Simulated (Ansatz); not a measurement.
Clusters of 7 atoms, halide: PBE0-D4/def2-SVP single points in Ansatz on relaxed structures, gas phase. Each cluster is the lowest isomer that a short search found in that spin, judged at the geometry's level, and lower ones may exist. Core potentials for Cs, I, Rb, Sn, no spin–orbit coupling. HOMO and LUMO are taken over both spins. Levels of anions in sets without diffuse functions are rough. The structures are stationary points that may keep the symmetry of their start.

| species | atoms | state | geometry | HOMO (eV) | LUMO (eV) | gap (eV) | point group (within 0.1 Å) |
| --- | --- | --- | --- | --- | --- | --- | --- |
| Zn2I5⁻ | 7 | singlet | r2SCAN-D4/def2-SVPD | -3.88 | 1.97 | 5.85 | D3h |
| K4H3⁺ | 7 | singlet | r2SCAN-D4/def2-SVP | -8.02 | -3.38 | 4.65 | C3v |
| Rb4Br3⁺ | 7 | singlet | PBE-D4/def2-SVP | -9.29 | -3.49 | 5.80 | C3v |
| Na3Br4 | 7 | doublet | r2SCAN-D4/def2-SVP | -7.22 | -4.79 | 2.43 | – |
| Cs4H3 | 7 | doublet | PBE0-D4/def2-TZVP | -2.03 | -0.81 | 1.22 | – |
| Sn3F4⁺ | 7 | doublet | r2SCAN-D4/def2-SVP | -8.21 | -6.21 | 2.00 | C2v |

(1) Estimate the rows for Be3Br4⁺ (doublet, PBE0-D4/def2-SVP geometry); Rb4I3 (doublet, PBE0-D4/def2-SVP geometry).

(1) 
| species | atoms | state | geometry | HOMO (eV) | LUMO (eV) | gap (eV) | point group (within 0.1 Å) |
| --- | --- | --- | --- | --- | --- | --- | --- |
| Be3Br4⁺ | 7 | doublet | PBE0-D4/def2-SVP | -10.34 | -7.74 | 2.60 | C3v |
| Rb4I3 | 7 | doublet | PBE0-D4/def2-SVP | -2.72 | -1.33 | 1.39 | C3v |

The gap (eV) runs from 1.22 (Cs4H3) to 5.85 (Zn2I5⁻).
